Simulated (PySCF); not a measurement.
C2H5F2In (SMILES C[CH2][In]([F])[F]), singlet, at a GFN2-xTB geometry (such geometries of metal compounds can be far from the true shape) (all electrons, no relativity), with bond 3-1 at 2.4 times its length; CASSCF(4,4)/STO-3G in PySCF.

PySCF was given this input:
```python
from pyscf import gto, scf, mcscf
import numpy

mol = gto.M(
    atom='''
In    0.14607028    0.12189843    0.28286381
F    -0.38423562   -1.61824413    1.09658475
F     2.51697580    2.95902908    3.34851915
C    -0.44256285    0.45616068   -1.89778558
C    -1.12650167   -0.77412705   -2.41185456
H     0.49940387    0.67986157   -2.38987399
H    -1.07931870    1.33532515   -1.86334006
H    -2.02262231   -0.99964777   -1.83480054
H    -0.46642053   -1.63995747   -2.37492387
H    -1.42150691   -0.61293516   -3.45079199
''',
    basis='sto-3g',
    verbose=4,
)

mf = scf.RHF(mol)
mf.kernel()
mc = mcscf.CASSCF(mf, 4, 4)
mc.fix_spin_(ss=0.0)
mc.kernel()
occ = numpy.linalg.eigvalsh(mc.fcisolver.make_rdm1(mc.ci, mc.ncas, mc.nelecas))[::-1]
ss = mc.fcisolver.spin_square(mc.ci, mc.ncas, mc.nelecas)[0]
print('natural occupations', occ.round(4), ' <S^2>', round(ss, 4))
```

It wrote (shortened):

```
PySCF version 2.14.0

[INPUT] verbose = 4
[INPUT] num. atoms = 10
[INPUT] num. electrons = 84
[INPUT] charge = 0
[INPUT] spin (= nelec alpha-beta = 2S) = 0
[INPUT] symmetry False subgroup None
[INPUT] Mole.unit = angstrom
[INPUT] Symbol           X                Y                Z      unit          X                Y                Z       unit  Magmom
[...]
nuclear repulsion = 402.178440639737
number of shells = 28
number of NR pGTOs = 156
number of NR cGTOs = 52
basis = sto-3g
ecp = {}

******** <class 'pyscf.scf.hf.RHF'> ********
method = RHF
initial guess = minao
damping factor = 0
level_shift factor = 0
DIIS = <class 'pyscf.scf.diis.CDIIS'>
diis_start_cycle = 1
diis_space = 8
diis_damp = 0
SCF conv_tol = 1e-09
SCF conv_tol_grad = None
SCF max_cycles = 50
direct_scf = True
direct_scf_tol = 1e-13
Set gradient conv threshold to 3.16228e-05
Initial guess from minao.
init E= -5940.54069320326
[...]
cycle= 1 E= -5955.90255320118  delta_E= -15.4  |g|= 0.576  |ddm|= 3.29
[...]
cycle= 2 E= -5943.10013528007  delta_E= 12.8  |g|= 1.19  |ddm|= 6.43
[...]
cycle= 3 E= -5956.14550037723  delta_E=  -13  |g|= 0.209  |ddm|=  6.6

WARN: HOMO 0.057839797975349 == LUMO 0.0578615806243155

cycle= 4 E= -5955.86468324902  delta_E= 0.281  |g|= 0.244  |ddm|= 3.22
[...]
cycle= 5 E= -5955.8763217965  delta_E= -0.0116  |g|= 0.174  |ddm|= 0.144
[...]
cycle= 6 E= -5956.16039097979  delta_E= -0.284  |g|= 0.164  |ddm|= 3.26
[...]
cycle= 7 E= -5956.16482471592  delta_E= -0.00443  |g|= 0.142  |ddm|= 0.0838
[...]
cycle= 8 E= -5956.16924052775  delta_E= -0.00442  |g|= 0.113  |ddm|= 0.0876
[...]
cycle= 9 E= -5955.87748064702  delta_E= 0.292  |g|= 0.152  |ddm|= 3.22
[...]
cycle= 10 E= -5956.1725770673  delta_E= -0.295  |g|= 0.0819  |ddm|= 3.22
[...]
cycle= 11 E= -5955.8760726484  delta_E= 0.297  |g|= 0.16  |ddm|= 3.22
[...]
cycle= 12 E= -5955.87629522103  delta_E= -0.000223  |g|= 0.159  |ddm|= 0.00324
[...]
cycle= 13 E= -5955.87709379957  delta_E= -0.000799  |g|= 0.155  |ddm|= 0.0182
[...]
cycle= 14 E= -5955.87730404961  delta_E= -0.00021  |g|= 0.153  |ddm|= 0.0049
[...]
cycle= 15 E= -5956.17184705035  delta_E= -0.295  |g|= 0.0895  |ddm|= 3.22
[...]
cycle= 16 E= -5956.17142906247  delta_E= 0.000418  |g|= 0.0934  |ddm|= 0.0109
[...]
cycle= 17 E= -5956.17122489901  delta_E= 0.000204  |g|= 0.0954  |ddm|= 0.0194
[...]
cycle= 18 E= -5956.18492887402  delta_E= -0.0137  |g|= 0.122  |ddm|= 0.408
[...]
cycle= 19 E= -5956.17728390158  delta_E= 0.00764  |g|= 0.11  |ddm|= 0.134
[...]
[...]
SCF not converged.
CASCI E = -5956.57781309020  S^2 = 0.0000000
[...]
macro iter  39 (  7 JK    2 micro), CASSCF E = -5956.58324525940  dE = -7.05539242e-06  S^2 = 0.0000000
               |grad[o]|=0.000221  |grad[c]|=0.000521  |ddm|=0.000529  |maxRot[o]|=0.0428
macro iter  40 (  6 JK    1 micro), CASSCF E = -5956.58325106925  dE = -5.80985670e-06  S^2 = 0.0000000
               |grad[o]|=0.000176  |grad[c]|=0.00138  |ddm|=0.000541  |maxRot[o]|=0.0345
macro iter  41 (  7 JK    2 micro), CASSCF E = -5956.58326185024  dE = -1.07809838e-05  S^2 = 0.0000000
               |grad[o]|=0.000275  |grad[c]|=0.000571  |ddm|=0.000727  |maxRot[o]|=0.0673
macro iter  42 ( 21 JK    4 micro), CASSCF E = -5956.58325643415  dE =  5.41608915e-06  S^2 = 0.0000000
               |grad[o]|=0.000313  |grad[c]|=0.000569  |ddm|=0.00253  |maxRot[o]|=0.306
macro iter  43 ( 21 JK    4 micro), CASSCF E = -5956.58326792836  dE = -1.14942113e-05  S^2 = 0.0000000
               |grad[o]|=0.000454  |grad[c]|=0.000667  |ddm|=0.000514  |maxRot[o]|=0.015
macro iter  44 (  7 JK    2 micro), CASSCF E = -5956.58327808521  dE = -1.01568512e-05  S^2 = 0.0000000
               |grad[o]|=0.000255  |grad[c]|=0.000786  |ddm|=0.000684  |maxRot[o]|=0.0282
macro iter  45 (  6 JK    1 micro), CASSCF E = -5956.58327906711  dE = -9.81894118e-07  S^2 = 0.0000000
               |grad[o]|=9.5e-05  |grad[c]|=0.000541  |ddm|=0.000223  |maxRot[o]|=0.0153
macro iter  46 (  6 JK    1 micro), CASSCF E = -5956.58327994119  dE = -8.74081707e-07  S^2 = 0.0000000
               |grad[o]|=0.000137  |grad[c]|=0.000496  |ddm|=0.000244  |maxRot[o]|=0.017
macro iter  47 ( 11 JK    2 micro), CASSCF E = -5956.58327952878  dE =  4.12404916e-07  S^2 = 0.0000000
               |grad[o]|=0.000153  |grad[c]|=0.000359  |ddm|=0.000467  |maxRot[o]|=0.0351
macro iter  48 (  6 JK    1 micro), CASSCF E = -5956.58328057589  dE = -1.04710398e-06  S^2 = 0.0000000
               |grad[o]|=8.64e-05  |grad[c]|=0.000281  |ddm|=0.000143  |maxRot[o]|=0.0131
macro iter  49 (  1 JK    1 micro), CASSCF E = -5956.58328057849  dE = -2.60661182e-09  S^2 = 0.0000000
               |grad[o]|=2.55e-05  |grad[c]|=4.68e-05  |ddm|=2.29e-05  |maxRot[o]|=    0
1-step CASSCF converged in  49 macro (692 JK 147 micro) steps
CASSCF canonicalization
Density matrix diagonal elements [1.98878175 1.0006421  0.9987735  0.01180265]
CASSCF energy = -5956.58328057849
CASCI E = -5956.58328057849  E(CI) = -2.67056116203730  S^2 = 0.0000000
natural occupations [1.992  1.     0.9961 0.0118]  <S^2> 0.0
```

Convergence was not reached.
